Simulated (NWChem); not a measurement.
The numbers come from NWChem runs, not from measurements. System: Cl4MoO, charge 0, spin multiplicity 1, at a geometry optimised with PBE0/def2-SVP with def2 effective core potentials on Mo. The structure started from a generated list of species. Level: G0W0@HF/def2-SVP with def2 effective core potentials on Mo, RI basis def2-svp-rifit, no spin-orbit coupling.

Input file:

```
start mol
memory heap 200 mb stack 700 mb global 1700 mb
geometry units angstroms nocenter noautoz
  Mo    -0.204244     0.182818     0.000000
  O     -1.445180     1.292922     0.000000
  Cl     1.566968    -1.403017     0.000000
  Cl    -0.876521    -0.722696     1.945979
  Cl    -0.876521    -0.722696    -1.945979
  Cl     1.370760     1.788307     0.000000
  symmetry group Cs
end
basis spherical
  * library def2-svp
end
ecp
  Mo library def2-ecp
end
basis "ri basis" bse spherical
  * library def2-svp-rifit
end
dft
  xc hfexch
  iterations 100
  direct
  tolerances tight
end
task dft energy
gw
  states alpha occ 4 vir 2
end
task dft gw
```

Part of the output:

```
             Northwest Computational Chemistry Package (NWChem) 7.3.0
             --------------------------------------------------------

                                NWChem Input Module
                                -------------------

 Scaling coordinates for geometry "geometry" by  1.889725989
 (inverse scale =  0.529177249)

 Turning off AUTOSYM since
 SYMMETRY directive was detected!

                             Geometry "geometry" -> ""
                             -------------------------

 Output coordinates in angstroms (scale by  1.889725989 to convert to a.u.)

  No.       Tag          Charge          X              Y              Z
 ---- ---------------- ---------- -------------- -------------- --------------
    1 Mo                  42.0000    -0.20424400     0.18281800     0.00000000
    2 O                    8.0000    -1.44518000     1.29292200     0.00000000
    3 Cl                  17.0000     1.56696800    -1.40301700     0.00000000
    4 Cl                  17.0000    -0.87652100    -0.72269600     1.94597900
    5 Cl                  17.0000    -0.87652100    -0.72269600    -1.94597900
    6 Cl                  17.0000     1.37076000     1.78830700     0.00000000

 Effective nuclear repulsion energy (a.u.)    1124.4109341194

            Nuclear Dipole moment (a.u.)
            ----------------------------
        X                 Y               Z
 ---------------- ---------------- ----------------
    -0.0000491329    -0.0000037795     0.0000000000

      Symmetry information
      --------------------

 Group name             Cs
 Group number              2
 Group order               2
 No. of unique centers     5

      Symmetry unique atoms

     1    2    3    4    6


 Summary of "ao basis" -> "" (spherical)
 ------------------------------------------------------------------------------
       Tag                 Description            Shells   Functions and Types
 ---------------- ------------------------------  ------  ---------------------
 *                          def2-svp                  on all atoms

 Summary of "ri basis" -> "" (spherical)
 ------------------------------------------------------------------------------
       Tag                 Description            Shells   Functions and Types
 ---------------- ------------------------------  ------  ---------------------
 *                       def2-svp-rifit               on all atoms

  xc_inp: hfexch multiplicative factor not found.

                                 NWChem DFT Module
                                 -----------------

 Summary of "ao basis" -> "ao basis" (spherical)
 ------------------------------------------------------------------------------
       Tag                 Description            Shells   Functions and Types
 ---------------- ------------------------------  ------  ---------------------
 Mo                         def2-svp                11       31   5s3p2d1f
 O                          def2-svp                 6       14   3s2p1d
 Cl                         def2-svp                 8       18   4s3p1d

 Summary of "ao basis" -> "ao basis" (spherical)
 ------------------------------------------------------------------------------
       Tag                 Description            Shells   Functions and Types
 ---------------- ------------------------------  ------  ---------------------
 Mo                         def2-svp                11       31   5s3p2d1f
 O                          def2-svp                 6       14   3s2p1d
 Cl                         def2-svp                 8       18   4s3p1d

      Symmetry analysis of basis
      --------------------------

        a'         75
        a"         42

            General Information
            -------------------
          SCF calculation type: DFT
          Wavefunction type:  closed shell.
          No. of atoms     :     6
          No. of electrons :    90
           Alpha electrons :    45
            Beta electrons :    45
          Charge           :     0
          Spin multiplicity:     1
          Use of symmetry is: on ; symmetry adaption is: on
          Maximum number of iterations: 100
          This is a Direct SCF calculation.
          AO basis - number of functions:   117
                     number of shells:    49
          Convergence on energy requested:  1.00D-06
          Convergence on density requested:  1.00D-05
          Convergence on gradient requested:  5.00D-04

              XC Information
              --------------
                     Hartree-Fock (Exact) Exchange  1.000

          Convergence Information
          -----------------------
          Convergence aids based upon iterative change in
          total energy or number of iterations.
          Levelshifting, if invoked, occurs when the
          HOMO/LUMO gap drops below (HL_TOL):  1.00D-02
          DIIS, if invoked, will attempt to extrapolate
          using up to (NFOCK): 10 stored Fock matrices.

                    Damping( 0%)  Levelshifting(0.5)       DIIS
                  --------------- ------------------- ---------------
          dE  on:    start            ASAP                start
          dE off:    2 iters        100 iters           100 iters

      Screening Tolerance Information
      -------------------------------
          Density screening/tol_rho:  1.00D-10
          AO Gaussian exp screening on grid/accAOfunc:  14
          CD Gaussian exp screening on grid/accCDfunc:  20
          XC Gaussian exp screening on grid/accXCfunc:  20
          Schwarz screening/accCoul:  1.00D-08
[...]
    16 a'         17 a"         18 a"         19 a'         20 a"
    21 a'         22 a'         23 a'         24 a"         25 a'
    26 a'         27 a'         28 a'         29 a"         30 a'
    31 a"         32 a'         33 a'         34 a'         35 a"
    36 a'         37 a'         38 a"         39 a'         40 a"
    41 a'         42 a"         43 a'         44 a'         45 a"
    46 a"         47 a'         48 a"         49 a'         50 a'
    51 a'         52 a'         53 a"         54 a'         55 a'

   convergence    iter        energy       DeltaE   RMS-Dens  Diis-err    time
 ---------------- ----- ----------------- --------- --------- ---------  ------
 d= 0,ls=0.0,diis     1  -1979.2483025351 -2.59D+03  3.32D-02  4.16D+00     1.5
 d= 0,ls=0.0,diis     2  -1976.9881436047  2.26D+00  2.14D-02  2.85D+01     2.5
 d= 0,ls=0.0,diis     3  -1979.7794594064 -2.79D+00  3.00D-03  1.00D-01     3.5
 d= 0,ls=0.0,diis     4  -1979.7894265593 -9.97D-03  1.09D-03  4.19D-02     4.5
 d= 0,ls=0.0,diis     5  -1979.7941564841 -4.73D-03  3.38D-04  7.38D-04     5.4
 d= 0,ls=0.0,diis     6  -1979.7944430525 -2.87D-04  2.29D-04  1.57D-04     6.4
 d= 0,ls=0.0,diis     7  -1979.7945361313 -9.31D-05  1.41D-04  3.15D-05     7.4
 d= 0,ls=0.0,diis     8  -1979.7945595737 -2.34D-05  4.50D-05  4.92D-06     8.6
 d= 0,ls=0.0,diis     9  -1979.7945617414 -2.17D-06  1.10D-05  4.25D-07    10.0
 d= 0,ls=0.0,diis    10  -1979.7945619075 -1.66D-07  3.06D-06  2.19D-08    11.5

         Total DFT energy =    -1979.794561907508
      One electron energy =    -3976.013974793323
           Coulomb energy =     1510.281095306146
    Exchange-Corr. energy =     -125.348053272939
 Nuclear repulsion energy =      611.286370852608

 Numeric. integr. density =        0.000000000000

     Total iterative time =     10.9s

                  Occupations of the irreducible representations
                  ----------------------------------------------

                     irrep           alpha         beta
                     --------     --------     --------
                     a'               30.0         30.0
                     a"               15.0         15.0

                       DFT Final Molecular Orbital Analysis
                       ------------------------------------

 Vector   43  Occ=2.000000D+00  E=-4.701215D-01  Symmetry=a'
              MO Center=  7.6D-01, -6.8D-01,  4.5D-14, r^2= 4.6D+00
   Bfn.  Coefficient  Atom+Function         Bfn.  Coefficient  Atom+Function
  ----- ------------  ---------------      ----- ------------  ---------------
    56      0.371753  3 Cl px                57     -0.333325  3 Cl py
    53      0.269020  3 Cl px                54     -0.241209  3 Cl py
   111     -0.182031  6 Cl py                74      0.170949  4 Cl px
    92      0.170949  5 Cl px                35      0.165199  2 O  px
    50      0.157711  3 Cl px                36     -0.147640  2 O  py

 Vector   44  Occ=2.000000D+00  E=-4.406084D-01  Symmetry=a'
              MO Center=  1.3D+00, -9.5D-01,  5.0D-10, r^2= 3.1D+00
   Bfn.  Coefficient  Atom+Function         Bfn.  Coefficient  Atom+Function
  ----- ------------  ---------------      ----- ------------  ---------------
    57      0.437458  3 Cl py                56      0.391967  3 Cl px
    54      0.309103  3 Cl py                53      0.276940  3 Cl px
   111      0.223671  6 Cl py                51      0.179933  3 Cl py
    50      0.161213  3 Cl px               108      0.149439  6 Cl py
    75     -0.122572  4 Cl py                93     -0.122572  5 Cl py

 Vector   45  Occ=2.000000D+00  E=-4.405928D-01  Symmetry=a"
              MO Center=  1.1D+00, -1.2D+00, -5.0D-10, r^2= 3.1D+00
   Bfn.  Coefficient  Atom+Function         Bfn.  Coefficient  Atom+Function
  ----- ------------  ---------------      ----- ------------  ---------------
    58      0.587346  3 Cl pz                55      0.415001  3 Cl pz
    52      0.241577  3 Cl pz                74     -0.208641  4 Cl px
    92      0.208641  5 Cl px                71     -0.143353  4 Cl px
    89      0.143353  5 Cl px               112     -0.112648  6 Cl pz
    68     -0.081938  4 Cl px                86      0.081938  5 Cl px

 Vector   46  Occ=0.000000D+00  E=-7.562652D-02  Symmetry=a"
              MO Center= -7.0D-02,  1.7D-01, -3.1D-11, r^2= 3.0D+00
   Bfn.  Coefficient  Atom+Function         Bfn.  Coefficient  Atom+Function
  ----- ------------  ---------------      ----- ------------  ---------------
    18      0.681504  1 Mo d  1              16     -0.410816  1 Mo d -1
    76      0.317802  4 Cl pz                94      0.317802  5 Cl pz
   112      0.288339  6 Cl pz                23      0.225859  1 Mo d  1
    67     -0.192911  4 Cl s                 85      0.192911  5 Cl s
    21     -0.171977  1 Mo d -1               8      0.162200  1 Mo pz

 Vector   47  Occ=0.000000D+00  E=-7.560542D-02  Symmetry=a'
              MO Center= -1.8D-01,  5.0D-02,  3.1D-11, r^2= 3.0D+00
   Bfn.  Coefficient  Atom+Function         Bfn.  Coefficient  Atom+Function
  ----- ------------  ---------------      ----- ------------  ---------------
    17      0.658506  1 Mo d  0              15     -0.351982  1 Mo d -2
    19      0.275152  1 Mo d  2             110     -0.273734  6 Cl px
    75     -0.246834  4 Cl py                93     -0.246834  5 Cl py
    22      0.241355  1 Mo d  0             103      0.222743  6 Cl s
   111     -0.194555  6 Cl py                74     -0.171156  4 Cl px

 Vector   48  Occ=0.000000D+00  E=-3.829740D-02  Symmetry=a"
              MO Center= -4.5D-01,  3.0D-01,  7.8D-10, r^2= 2.2D+00
   Bfn.  Coefficient  Atom+Function         Bfn.  Coefficient  Atom+Function
  ----- ------------  ---------------      ----- ------------  ---------------
    16      0.702352  1 Mo d -1              18      0.450049  1 Mo d  1
    40     -0.352363  2 O  pz                37     -0.331407  2 O  pz
    21      0.221828  1 Mo d -1              58      0.192918  3 Cl pz
    76     -0.160002  4 Cl pz                94     -0.160002  5 Cl pz
    67      0.156085  4 Cl s                 85     -0.156085  5 Cl s

 center of mass
 --------------
 x =  -0.01254746 y =   0.01123303 z =   0.00000000

 moments of inertia (a.u.)
 ------------------
        1828.520062063386         -70.037264563028           0.000000000000
         -70.037264563028        1812.750576284557           0.000000000000
           0.000000000000           0.000000000000        1749.731588162236

     Multipole analysis of the density
     ---------------------------------

     L   x y z        total         alpha         beta         nuclear
     -   - - -        -----         -----         ----         -------
     0   0 0 0     -0.000000    -45.000000    -45.000000     90.000000

     1   1 0 0     -0.400204     -5.603590     -5.603590     10.806976
     1   0 1 0      0.359204      5.016267      5.016267     -9.673330
     1   0 0 1      0.000000      0.000000      0.000000      0.000000

     2   2 0 0    -62.172293   -240.169332   -240.169332    418.166372
     2   1 1 0      3.914191    -16.550579    -16.550579     37.015349
     2   1 0 1     -0.000000     -0.000000     -0.000000      0.000000
     2   0 2 0    -61.301852   -243.895982   -243.895982    426.490112
     2   0 1 1     -0.000000     -0.000000     -0.000000      0.000000
     2   0 0 2    -57.802172   -258.792574   -258.792574    459.782976

 Task  times  cpu:       11.5s     wall:       11.5s

                                NWChem Input Module
                                -------------------

                                 NWChem GW Module
                                 ----------------

                             ***********************
                             ***        GW       ***
                             ***********************

 Summary of "ri basis" -> "ri basis" (spherical)
 ------------------------------------------------------------------------------
       Tag                 Description            Shells   Functions and Types
 ---------------- ------------------------------  ------  ---------------------
 Mo                      def2-svp-rifit             30      132   8s7p6d5f3g1h
 O                       def2-svp-rifit             16       48   6s5p4d1f
 Cl                      def2-svp-rifit             20       62   8s5p5d2f

                 Memory Information
                 ------------------
          Available GA per process is          1699.9 MBs
          Available stack per process is        700.0 MBs
          Available heap per process is         199.6 MBs

          Peak memory in Initialization
              Peak GA per process is                 19.2 MBs
              Peak stack per process is               0.1 MBs
              Peak heap per process is               20.4 MBs
              Memory not in MA per process            0.0 MBs

          Peak memory in AFF Calculation
              Peak GA per process is                108.3 MBs
              Peak stack per process is              80.1 MBs
              Peak heap per process is                0.0 MBs
              Memory not in MA per process           80.1 MBs

          Computing 2-center integrals
          Computing Inverse Cholesky factor
          Computing 3-center integrals
          Computing V_xc ...
          Computing Sigma_x
          Computing RPA polarizability
          Solving quasiparticle equations

                  Alpha Orbitals
          State     Energy (eV)     Error (eV)
          -----------------------------------
@GW        42        -12.368           0.003
@GW        43        -11.647           0.002
@GW        44        -10.860           0.002
@GW        45        -10.860           0.002
@GW        46         -3.469           0.003
@GW        47         -3.469           0.003

   Applying   1.1294 eV scissor-shift to rest of particle states

   Applying  -1.4113 eV scissor-shift to rest of hole states

     GW Timing Statistics
   ------------------------
   Init.   :          0.1s
     ERIs  :          1.6s
     Distr.:          0.0s
     Vxc   :          1.3s
   Sigma_x :          0.0s
   RPA     :          9.9s
   Wmn     :          0.1s
   Sigma_c :          0.0s
   GW total:         13.1s

 Task  times  cpu:       13.1s     wall:       13.1s

 Total times  cpu:       24.7s     wall:       24.7s
```
